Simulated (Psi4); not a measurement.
Psi4 input (wB97X-D/6-31G*):

```
memory 1500 MB

molecule {
0 2
C     2.47773500    0.02852600    0.49533300
Si    1.01021600   -0.29693100   -0.62402300
O    -0.36728400    0.00476700    0.22807800
Si   -1.99802300    0.16940400    0.21054200
H     2.44338800    1.05765900    0.86473500
H     2.47725100   -0.64418000    1.35387300
H     3.41190600   -0.11160000   -0.05200500
H     1.04166000    0.61108000   -1.81251900
H    -2.63872900   -1.12101400   -0.13398500
H    -2.39971200    1.19017600   -0.78585600
H    -2.43459900    0.59395700    1.55787000
symmetry c1
no_reorient
no_com
}

set {
  basis 6-31G*
  reference uks
  scf_type pk
  dft_radial_points 99
  dft_spherical_points 590
  e_convergence 1e-8
  d_convergence 1e-7
  maxiter 150
}

e = energy('wb97x-d')
print_out(f'\nFINAL {e:.10f} DIPOLE {variable("CURRENT DIPOLE")[0]:.6f} {variable("CURRENT DIPOLE")[1]:.6f} {variable("CURRENT DIPOLE")[2]:.6f}\n')
```

Output:

```
   => Loading Basis Set <=

    Name: 6-31G*
    Role: ORBITAL
    Keyword: BASIS
    atoms 1    entry C          line   111 file 6-31gs.gbs
    atoms 2, 4 entry SI         line   268 file 6-31gs.gbs
    atoms 3    entry O          line   145 file 6-31gs.gbs
    atoms 5-11 entry H          line    44 file 6-31gs.gbs

   => WB97X-D: Empirical Dispersion <=

    Chai and Head-Gordon Dispersion Correction
    Chai, J.-D.; Head-Gordon, M. (2010), J. Chem. Phys., 132: 6615-6620

        s6 =       1.000000

         ---------------------------------------------------------
                                   SCF
               by Justin Turney, Rob Parrish, Andy Simmonett
                          and Daniel G. A. Smith
                              UKS Reference
         ---------------------------------------------------------

  ==> Geometry <==

    Molecular point group: c1
    Full point group: C1

    Geometry (in Angstrom), charge = 0, multiplicity = 2:

       Center              X                  Y                   Z               Mass
    ------------   -----------------  -----------------  -----------------  -----------------
         C            2.477735000000     0.028526000000     0.495333000000    12.000000000000
         SI           1.010216000000    -0.296931000000    -0.624023000000    27.976926534650
         O           -0.367284000000     0.004767000000     0.228078000000    15.994914619570
         SI          -1.998023000000     0.169404000000     0.210542000000    27.976926534650
         H            2.443388000000     1.057659000000     0.864735000000     1.007825032230
         H            2.477251000000    -0.644180000000     1.353873000000     1.007825032230
         H            3.411906000000    -0.111600000000    -0.052005000000     1.007825032230
         H            1.041660000000     0.611080000000    -1.812519000000     1.007825032230
         H           -2.638729000000    -1.121014000000    -0.133985000000     1.007825032230
         H           -2.399712000000     1.190176000000    -0.785856000000     1.007825032230
         H           -2.434599000000     0.593957000000     1.557870000000     1.007825032230

  Running in c1 symmetry.

  Rotational constants: A =      0.54158  B =      0.06292  C =      0.05872 [cm^-1]
  Rotational constants: A =  16236.04209  B =   1886.21753  C =   1760.48781 [MHz]
  Nuclear repulsion =  214.218236340722626

  Charge       = 0
  Multiplicity = 2
  Electrons    = 49
  Nalpha       = 25
  Nbeta        = 24

  ==> Algorithm <==

  SCF Algorithm Type is PK.
  DIIS enabled.
  MOM disabled.
  Fractional occupation disabled.
  Guess Type is SAD.
  Energy threshold   = 1.00e-08
  Density threshold  = 1.00e-07
  Integral threshold = 1.00e-12

  ==> Primary Basis <==

  Basis Set: 6-31G*
    Blend: 6-31G*
    Number of shells: 42
    Number of basis functions: 82
    Number of Cartesian functions: 82
    Spherical Harmonics?: false
    Max angular momentum: 2

  ==> DFT Potential <==

   => LibXC <=

    Version 7.1.2
    S. Lehtola, C. Steigemann, M. J. T. Oliveira, and M. A. L. Marques,  SoftwareX 7, 1–5 (2018) (10.1016/j.softx.2017.11.002)

   => Composite Functional: WB97X-D <=

    wB97X-D Hyb-GGA Exchange-Correlation Functional

    J.-D. Chai and M. Head-Gordon,  Phys. Chem. Chem. Phys. 10, 6615–6620 (2008) (10.1039/B810189B)

    Deriv               =              1
    GGA                 =           TRUE
    Meta                =          FALSE

    Exchange Hybrid     =           TRUE
    MP2 Hybrid          =          FALSE

   => Exchange-Correlation Functionals <=

    1.0000   wB97X-D range-separated functional

   => Exact (HF) Exchange <=

    0.7780            HF,LR [omega = 0.2000]
    0.2220               HF

   => LibXC Density Thresholds  <==

    XC_HYB_GGA_XC_WB97X_D:  1.00E-14

   => Molecular Quadrature <=

    Radial Scheme          =       TREUTLER
    Pruning Scheme         =           NONE
    Nuclear Scheme         =       TREUTLER

    Blocking Scheme        =         OCTREE
    BS radius alpha        =              1
    Pruning alpha          =              1
    Radial Points          =             99
    Spherical Points       =            590
    Total Points           =         608355
    Total Blocks           =           4287
    Max Points             =            256
    Max Functions          =             81
    Weights Tolerance      =       1.00E-15

  ==> Integral Setup <==

  Using in-core PK algorithm.
   Calculation information:
      Number of atoms:                  11
      Number of AO shells:              42
      Number of primitives:            112
      Number of atomic orbitals:        82
      Number of basis functions:        82

      Integral cutoff                 1.00e-12
      Number of threads:                 1

  Performing in-core PK
  Using 17375718 doubles for integral storage.
  We computed 346402 shell quartets total.
  Whereas there are 408156 unique shell quartets.

  Computing range-separated integrals for PK
  We computed 346402 wK shell quartets total.
  Whereas there are 408156 wK unique shell quartets.

  ==> DiskJK: Disk-Based J/K Matrices <==

    J tasked:                  Yes
    K tasked:                  Yes
    wK tasked:                 Yes
    Omega:               2.000E-01
    Schwarz Cutoff:          1E-12


  Cached 50.0% of DFT collocation blocks in 0.544 [GiB].

  Minimum eigenvalue in the overlap matrix is 8.7837245914E-03.
  Reciprocal condition number of the overlap matrix is 1.4091324734E-03.
    Using symmetric orthogonalization.

  ==> Pre-Iterations <==

  SCF Guess: Superposition of Atomic Densities via on-the-fly atomic UHF (no occupation information).

   -------------------------
    Irrep   Nso     Nmo
   -------------------------
     A         82      82
   -------------------------
    Total      82      82
   -------------------------

  ==> Iterations <==

                        Total Energy        Delta E     RMS |[F,P]|

   @UKS iter SAD:  -695.54671892472618   -6.95547e+02   0.00000e+00
   @UKS iter   1:  -696.24867425489037   -7.01955e-01   8.71982e-03 DIIS/ADIIS
   @UKS iter   2:  -696.19260416319526    5.60701e-02   1.02338e-02 DIIS/ADIIS
   @UKS iter   3:  -696.46500135772590   -2.72397e-01   1.23877e-03 DIIS/ADIIS
   @UKS iter   4:  -696.46922995755347   -4.22860e-03   3.28649e-04 DIIS/ADIIS
   @UKS iter   5:  -696.46968427016020   -4.54313e-04   4.84071e-05 DIIS
   @UKS iter   6:  -696.46970429429371   -2.00241e-05   1.22018e-05 DIIS
   @UKS iter   7:  -696.46970654640234   -2.25211e-06   3.90292e-06 DIIS
   @UKS iter   8:  -696.46970687944156   -3.33039e-07   1.33865e-06 DIIS
   @UKS iter   9:  -696.46970692321906   -4.37775e-08   4.45536e-07 DIIS
   @UKS iter  10:  -696.46970692690741   -3.68834e-09   1.32342e-07 DIIS
   @UKS iter  11:  -696.46970692719890   -2.91493e-10   3.33727e-08 DIIS
  Energy and wave function converged.

  ==> Post-Iterations <==

   Electrons on quadrature grid:
      Nalpha   =   25.0000001073 ; deviation = 1.073e-07
      Nbeta    =   24.0000002295 ; deviation = 2.295e-07
      Ntotal   =   49.0000003368 ; deviation = 3.368e-07

   @Spin Contamination Metric:   1.329808352E-03
   @S^2 Expected:                7.500000000E-01
   @S^2 Observed:                7.513298084E-01
   @S   Expected:                5.000000000E-01
   @S   Observed:                5.000000000E-01

    Orbital Energies [Eh]
    ---------------------

    Alpha Occupied:

       1A    -66.300973     2A    -66.300449     3A    -19.273021
       4A    -10.284664     5A     -5.414423     6A     -5.411955
       7A     -3.760631     8A     -3.759218     9A     -3.757909
      10A     -3.757893    11A     -3.756910    12A     -3.754067
      13A     -1.092325    14A     -0.801143    15A     -0.672770
      16A     -0.578658    17A     -0.516604    18A     -0.501811
      19A     -0.485747    20A     -0.479297    21A     -0.474348
      22A     -0.418272    23A     -0.404948    24A     -0.382104
      25A     -0.265966

    Alpha Virtual:

      26A      0.082295    27A      0.129916    28A      0.148333
      29A      0.162073    30A      0.171351    31A      0.203389
      32A      0.210279    33A      0.224625    34A      0.234949
      35A      0.251141    36A      0.289293    37A      0.313903
      38A      0.321527    39A      0.337759    40A      0.352706
      41A      0.386506    42A      0.438316    43A      0.508572
      44A      0.602633    45A      0.620149    46A      0.655462
      47A      0.662635    48A      0.687009    49A      0.747609
      50A      0.763994    51A      0.773204    52A      0.817669
      53A      0.832956    54A      0.864831    55A      0.937939
      56A      0.981670    57A      0.987110    58A      1.036063
      59A      1.103147    60A      1.174457    61A      1.200938
      62A      1.229952    63A      1.247642    64A      1.254616
      65A      1.263373    66A      1.280806    67A      1.396711
      68A      1.572171    69A      1.809846    70A      1.824651
      71A      1.913510    72A      1.931211    73A      2.081866
      74A      2.257234    75A      2.348138    76A      2.351093
      77A      2.489300    78A      2.797638    79A      3.005872
      80A      3.066711    81A      3.777903    82A      4.271563

    Beta Occupied:

       1A    -66.300452     2A    -66.298050     3A    -19.270850
       4A    -10.283717     5A     -5.414431     6A     -5.408737
       7A     -3.760652     8A     -3.757909     9A     -3.757887
      10A     -3.755277    11A     -3.752203    12A     -3.750458
      13A     -1.086408    14A     -0.796659    15A     -0.667773
      16A     -0.568210    17A     -0.511100    18A     -0.493888
      19A     -0.478793    20A     -0.475548    21A     -0.467652
      22A     -0.414083    23A     -0.397059    24A     -0.376285

    Beta Virtual:

      25A     -0.017955    26A      0.086159    27A      0.135905
      28A      0.155326    29A      0.163741    30A      0.174297
      31A      0.209906    32A      0.215621    33A      0.226656
      34A      0.237159    35A      0.256801    36A      0.291481
      37A      0.317384    38A      0.322643    39A      0.347144
      40A      0.361722    41A      0.390944    42A      0.444853
      43A      0.516710    44A      0.615486    45A      0.630373
      46A      0.662170    47A      0.669336    48A      0.691393
      49A      0.754323    50A      0.764936    51A      0.796772
      52A      0.834331    53A      0.845443    54A      0.877987
      55A      0.941116    56A      0.983096    57A      0.991774
      58A      1.042593    59A      1.110370    60A      1.180372
      61A      1.203390    62A      1.231204    63A      1.249880
      64A      1.260080    65A      1.265816    66A      1.284202
      67A      1.398257    68A      1.574470    69A      1.814107
      70A      1.828279    71A      1.918137    72A      1.935374
      73A      2.088012    74A      2.261633    75A      2.351062
      76A      2.352961    77A      2.492045    78A      2.801813
      79A      3.006887    80A      3.084624    81A      3.781288
      82A      4.274871

    Final Occupation by Irrep:
              A
    DOCC [    24 ]
    SOCC [     1 ]
    NA   [    25 ]
    NB   [    24 ]

  @UKS Final Energy:  -696.46970692719890

   => Energetics <=

    Nuclear Repulsion Energy =            214.2182363407226262
    One-Electron Energy =               -1387.9628092577495408
    Two-Electron Energy =                 519.0225564079526066
    DFT Exchange-Correlation Energy =     -41.7443267210549749
    Empirical Dispersion Energy =          -0.0033636970695569
    VV10 Nonlocal Energy =                  0.0000000000000000
    Total Energy =                       -696.4697069271988994

  UHF NO Occupations:
  HONO-2 :   23  A 1.9999322
  HONO-1 :   24  A 1.9995101
  HONO-0 :   25  A 1.0000000
  LUNO+0 :   26  A 0.0004899
  LUNO+1 :   27  A 0.0000678
  LUNO+2 :   28  A 0.0000507
  LUNO+3 :   29  A 0.0000203

Computation Completed

Properties will be evaluated at   0.000000,   0.000000,   0.000000 [a0]

Properties computed using the SCF density matrix

 Multipole Moments:

 ------------------------------------------------------------------------------------
     Multipole            Electronic (a.u.)      Nuclear  (a.u.)        Total (a.u.)
 ------------------------------------------------------------------------------------

 L = 1.  Multiply by 2.5417464519 to convert [e a0] to [Debye]
 Dipole X            :          0.1730189            0.0000094            0.1730283
 Dipole Y            :          0.0492328           -0.0000151            0.0492177
 Dipole Z            :          0.0628752            0.0000019            0.0628771
 Magnitude           :                                                    0.1905642

 ------------------------------------------------------------------------------------

FINAL -696.4697069272 DIPOLE 0.173028 0.049218 0.062877

*** Psi4 exiting successfully. Buy a developer a beer!
```

The geometry given is a B3LYP-D3(BJ)/def2-TZVP minimum.
